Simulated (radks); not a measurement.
Neutral titanium inside a hard spherical wall (all orbitals vanish at R), configuration held at [Ar] 3d2 4s2 and not refilled when levels cross. Method: non-relativistic Kohn-Sham, r2SCAN, spin-unpolarised, spherical densities, point nucleus; meta-GGA in the generalised Kohn-Sham scheme; computed with a radial shooting solver on a logarithmic mesh with Libxc functionals. Eigenvalues in eV, with the zero of energy where the potential of the charges vanishes at infinity; a dash marks a level that is unbound or too diffuse for the functional's potential to be trusted. A positive occupied level is held by the wall or, in an anion where self-interaction has pushed it up, behind a barrier. The pressure on the wall is -dE/dV.

| R (bohr) | E (hartree) | kinetic (hartree) | e(3s) | e(3p) | e(4s) | e(3d) | e(4p, empty) | e(5s, empty) | pressure (GPa) |
|---|---|---|---|---|---|---|---|---|---|
| free | -849.23739 | 848.464 | -64.174 | -40.088 | -4.575 | -4.243 | -1.321 | - | 0 |
| 15 | -849.23739 | 848.464 | -64.173 | -40.088 | -4.574 | -4.243 | -1.319 | 1.850 | < 0.0001 |
| 12 | -849.23730 | 848.465 | -64.164 | -40.079 | -4.567 | -4.234 | -1.297 | 2.449 | 0.00169 |
| 7 | -849.21477 | 848.606 | -63.306 | -39.226 | -3.829 | -3.451 | -0.017 | 9.511 | 1.14 |
| 5 | -849.04897 | 849.283 | -60.457 | -36.428 | -0.487 | -0.855 | 4.783 | 27.108 | 19.1 |
| 4 | -848.65916 | 850.579 | -56.738 | -32.822 | 5.820 | 2.745 | 12.991 | 52.620 | 99.4 |
| 3.5 | -848.17327 | 852.102 | -53.552 | -29.735 | 12.925 | 6.091 | 21.703 | 77.336 | 259 |
| 1.5 | -814.72191 | 941.968 | 36.186 | 64.853 | 322.23 | 107.89 | 333.20 | 771.87 | 89300 |
